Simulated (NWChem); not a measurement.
System: RbF anion, doublet; SMILES of the neutral closed-shell parent [F][Rb]

Here is an NWChem input.

```
start job
memory heap 200 mb stack 900 mb global 1100 mb
charge -1
geometry units angstroms noautoz
  Rb     0.000000     0.000000    -0.213639
  F      0.000000     0.000000     2.257957
end
basis spherical
  Rb library def2-svp
  F library def2-svp
end
ecp
  Rb library def2-ecp
end
dft
  odft
  mult 2
  xc b3lyp
  grid coarse
  iterations 150
  mulliken
end
task dft gradient
```

Parts of the log:

```
             Northwest Computational Chemistry Package (NWChem) 7.3.0
             --------------------------------------------------------

 ORDER OF PRIMARY AXIS IS BEING SET TO 4
 C4V symmetry detected

                             Geometry "geometry" -> ""
                             -------------------------

 Output coordinates in angstroms (scale by  1.889725989 to convert to a.u.)

  No.       Tag          Charge          X              Y              Z
 ---- ---------------- ---------- -------------- -------------- --------------
    1 Rb                  37.0000     0.00000000     0.00000000    -0.48357313
    2 F                    9.0000     0.00000000     0.00000000     1.98802287

 Effective nuclear repulsion energy (a.u.)      71.2964513282

      Symmetry information
      --------------------

 Group name             C4v
 Group number             18
 Group order               8
 No. of unique centers     2

                                 NWChem DFT Module
                                 -----------------

 Summary of "ao basis" -> "ao basis" (spherical)
 ------------------------------------------------------------------------------
       Tag                 Description            Shells   Functions and Types
 ---------------- ------------------------------  ------  ---------------------
 Rb                         def2-svp                10       24   5s3p2d
 F                          def2-svp                 6       14   3s2p1d

      Symmetry analysis of basis
      --------------------------

        a1         16
        a2          0
        b1          3
        b2          3
        e          16

            General Information
            -------------------
          SCF calculation type: DFT
          Wavefunction type:  spin polarized.
          No. of atoms     :     2
          No. of electrons :    19
           Alpha electrons :    10
            Beta electrons :     9
          Charge           :    -1
          Spin multiplicity:     2
          Use of symmetry is: on ; symmetry adaption is: on
          Maximum number of iterations: 150
          AO basis - number of functions:    38
                     number of shells:    16
          Convergence on energy requested:  1.00D-06
          Convergence on density requested:  1.00D-05
          Convergence on gradient requested:  5.00D-04

              XC Information
              --------------
                         B3LYP Method XC Potential
                     Hartree-Fock (Exact) Exchange  0.200
                        Slater Exchange Functional  0.800 local
                    Becke 1988 Exchange Functional  0.720 non-local
              Lee-Yang-Parr Correlation Functional  0.810
                  VWN I RPA Correlation Functional  0.190 local

             Grid Information
             ----------------
          Grid used for XC integration:  coarse
          Radial quadrature: Mura-Knowles
          Angular quadrature: Lebedev.
          Tag              B.-S. Rad. Rad. Pts. Rad. Cut. Ang. Pts.
          ---              ---------- --------- --------- ---------
          Rb                  2.35      104          12.0       302
          F                   0.50       35           8.0       302
          Grid pruning is: on
          Number of quadrature shells:   139
          Spatial weights used:  Erf1

      Superposition of Atomic Density Guess
      -------------------------------------

 Sum of atomic energies:        -126.75862181

 Renormalizing density from      18.00 to     19

      Non-variational initial energy
      ------------------------------

 Total energy =    -126.266065
 1-e energy   =    -224.797777
 2-e energy   =      81.189332
 HOMO         =       0.088406
 LUMO         =       0.161719

   Symmetry analysis of molecular orbitals - initial alpha
   -------------------------------------------------------

 !! scf_movecs_sym_adapt:    6 vectors were symmetry contaminated

  Symmetry fudging

 !! scf_movecs_sym_adapt:    4 vectors were symmetry contaminated

  Numbering of irreducible representations:

     1 a1          2 a2          3 b1          4 b2          5 e

  Orbital symmetries:

     1 a1          2 a1          3 a1          4 e           5 e
     6 a1          7 e           8 e           9 a1         10 a1
    11 e          12 e          13 a1         14 b1         15 b2
    16 a1         17 e          18 e          19 a1         20 b2

   Symmetry analysis of molecular orbitals - initial beta
   ------------------------------------------------------

 !! scf_movecs_sym_adapt:    6 vectors were symmetry contaminated

  Symmetry fudging

 !! scf_movecs_sym_adapt:    4 vectors were symmetry contaminated

  Numbering of irreducible representations:

     1 a1          2 a2          3 b1          4 b2          5 e

  Orbital symmetries:

     1 a1          2 a1          3 a1          4 e           5 e
     6 a1          7 e           8 e           9 a1         10 a1
    11 e          12 e          13 a1         14 b1         15 b2
    16 a1         17 e          18 e          19 a1         20 b2

     ---------------------------------------------
      Total Density - Mulliken Population Analysis
     ---------------------------------------------

    Atom       Charge   Shell Charges
 -----------   ------   -------------------------------------------------------
    1 Rb   9     9.17   0.54  0.65  0.81 -0.25  1.21  4.97  1.04  0.11  0.04  0.06
    2 F    9     9.83   1.99  1.05  0.94  3.15  2.70  0.00

[...]

                         DFT ENERGY GRADIENTS

    atom               coordinates                        gradient
                 x          y          z           x          y          z
   1 Rb      0.000000   0.000000  -0.913821    0.000000   0.000000  -0.008330
   2 F       0.000000   0.000000   3.756818    0.000000   0.000000   0.008330
```

Level: B3LYP/def2-SVP with def2 effective core potentials on Rb, spin-unrestricted. Sets without diffuse functions describe the anion's extra electron poorly. All runs use the structure optimised with B3LYP/def2-SVPD, spin-unrestricted. The spin multiplicity was typed, not searched, and may not be the lowest. No stability test was run on the SCF state. The highest occupied level is positive, so the extra electron may be held by the finite basis. def2 effective core potentials on Rb; no spin-orbit coupling.
